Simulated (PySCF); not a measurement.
Computed with PBE-D3(BJ)/def2-TZVP // PBE-D3(BJ)/def2-SVP (PySCF 2.14.0). Isolated molecules, 0 K electronic values unless said otherwise. Excitations are Tamm–Dancoff values on a coarser integration grid. The basis has no diffuse functions, so Rydberg states are missing or too high.

Reference species (SMILES): `c1c([SiH3])c(c2c(c1)ccs2)F` (neutral, multiplicity 1).

HOMO–LUMO gap: 3.46 eV
S1 excitation (TDA): 4.13 eV

Changed species: `Fc1cc([SiH3])cc2ccsc12`.

Q: What does the change do to the HOMO–LUMO gap and S1 excitation (TDA)?

A: the HOMO–LUMO gap increases by 0.15 eV, to 3.61 eV; the S1 excitation (TDA) rises by 0.06 eV, to 4.19 eV.
